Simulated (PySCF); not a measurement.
**Molecular orbitals of BBr**

MN15 at R = 1.897 Å; basis B jorge-DZP-DKH, Br jorge-DZP-DKH; spin-free X2C with a Gaussian nucleus; PySCF 2.14. State: ¹Σ⁺ (singlet), closed shell. Only the outer orbitals are listed, counted within each symmetry.

| orbital | occ. | ε (eV) | on B (%) | main shells (%) |
| --- | --- | --- | --- | --- |
| 8σ | 2 | -23.89 | 13 | 86 Br s |
| 9σ | 2 | -13.88 | 41 | 51 Br p, 35 B s, 8 Br s |
| 4π | 2 | -10.40 | 10 | 90 Br p, 9 B p |
| 4π | 2 | -10.40 | 10 | 90 Br p, 9 B p |
| 10σ | 2 | -7.89 | 83 | 55 B s, 27 B p, 17 Br p |
| 5π | 0 | -1.20 | 91 | 91 B p, 9 Br p |
| 5π | 0 | -1.20 | 91 | 91 B p, 9 Br p |
| 11σ | 0 | 2.92 | 87 | 82 B p, 17 Br p |

Problem. Which are the highest filled and the lowest empty level, where do they sit, and how wide is the gap?

Solution. Highest filled 10σ at -7.89 eV (in %: 55 B s, 27 B p, 17 Br p); lowest empty 5π at -1.20 eV (in %: 91 B p, 9 Br p); the gap at MN15 is 6.69 eV.

* bond order (Mayer): 1.60
* ⟨S²⟩: 0.000
* charge on B (Mulliken, basis-dependent): -0.16
* charge on B (Löwdin, basis-dependent): -0.39
* dipole moment (positive dipole means B(−)Br(+)): 1.20 D
